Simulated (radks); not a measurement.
Results of a calculation; reference values are marked as such.
Q: All-electron atom: Se4+ in [Ar] 3d10 4f2 (not the ground configuration). Level of theory: Dirac Kohn-Sham, LDA (Slater exchange, Perdew-Wang correlation), spin-unpolarised, spherical densities, point nucleus; open shells fill j = l - 1/2 first (a radial shooting solver on a logarithmic mesh with Libxc functionals). Some entries of the table are withheld. Estimate them.

orbital  occ.  eigenvalue (hartree)  <1/r> (bohr^-1)  r(max) (bohr)
1s1/2       2             -461.2165            34.52        0.02884
2s1/2       2             -61.46999            7.674            (1)
2p1/2       2             -55.46703            7.648         0.1295
2p3/2       4             -53.93406            7.411         0.1327
3s1/2       2             -10.29076              (2)         0.5025
3p1/2       2              -8.23162            2.388         0.4940
3p3/2       4              -8.01357            2.331         0.5027
3d3/2       4              -4.43802              (3)         0.4477
3d5/2       6              -4.40411              (4)         0.4505
4s1/2       0              -2.63565           0.8844          1.373
4p1/2       0              -2.11705              (5)          1.500
4p3/2       0              -2.08728              (6)          1.522
4d3/2       0              -1.33011           0.6045            (7)
4d5/2       0              -1.32647           0.6027            (8)
4f5/2       2              -0.77383           0.3747          2.711
4f7/2       0              -0.77376           0.3747          2.711
5f5/2       0              -0.43969           0.2309            (9)
5f7/2       0              -0.43965           0.2308           (10)

A: 
(1) 2s1/2 r(max) (bohr): 0.1648
(2) 3s1/2 <1/r> (bohr^-1): 2.503
(3) 3d3/2 <1/r> (bohr^-1): 2.071
(4) 3d5/2 <1/r> (bohr^-1): 2.056
(5) 4p1/2 <1/r> (bohr^-1): 0.7928
(6) 4p3/2 <1/r> (bohr^-1): 0.7809
(7) 4d3/2 r(max) (bohr): 1.941
(8) 4d5/2 r(max) (bohr): 1.948
(9) 5f5/2 r(max) (bohr): 5.827
(10) 5f7/2 r(max) (bohr): 5.827
